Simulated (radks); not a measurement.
Spherical quantum dot in the effective-mass picture: electrons in a parabolic well V = omega^2 r^2 / 2 with omega = 0.197, with a point charge +1 (a donor) at the centre, all in effective atomic units (hartree* = m*/eps^2 hartree, bohr* = eps/m* bohr), one dielectric constant everywhere. Calculated with a radial shooting solver with Libxc functionals: non-relativistic Kohn-Sham, LDA (Slater exchange, Perdew-Wang correlation), spin-polarised, spherical densities. Levels are named by radial order and angular momentum (1s, 1p, 1d, 2s, ...), and open shells are averaged over m.

N = 20, configuration 1s2 1p6 1d10 2s2. This is the lowest configuration that the search found. Occupied and some empty levels:

| level | occupation | eigenvalue (hartree*) | <r> (bohr*) |
|---|---|---|---|
| 1s | 2 | 3.3537 | 2.933 |
| 1p | 6 | 3.4561 | 5.783 |
| 2s | 2 | 3.4720 | 5.168 |
| 1d | 10 | 3.5244 | 6.400 |
| 1f | 0 | 3.6046 | 6.853 |
| 2p | 0 | 3.6516 | 5.616 |
| 1g | 0 | 3.6958 | 7.235 |

Energy (hartree*): total 39.7080, kinetic 2.8734, external 9.5371, Hartree 31.055, exchange-correlation -3.7572. Static polarisability (adiabatic kernel): 482.8 bohr*^3, against N/omega^2 = 515.3 from the generalised Kohn theorem, which the central charge breaks.

Electron density:

| r (bohr*) | n(r) (e/bohr*^3) |
|---|---|
| 0.243 | 0.2569 |
| 1.16 | 0.04997 |
| 2.07 | 0.01419 |
| 2.99 | 0.008122 |
| 3.91 | 0.008965 |
| 4.82 | 0.01068 |
| 5.74 | 0.01062 |
| 6.65 | 0.008114 |
| 7.57 | 0.004487 |
| 8.48 | 0.001703 |
| 9.40 | 0.0004309 |
| 10.3 | 0.00007134 |
| 11.2 | 8.034e-06 |
| 12.2 | 5.912e-07 |
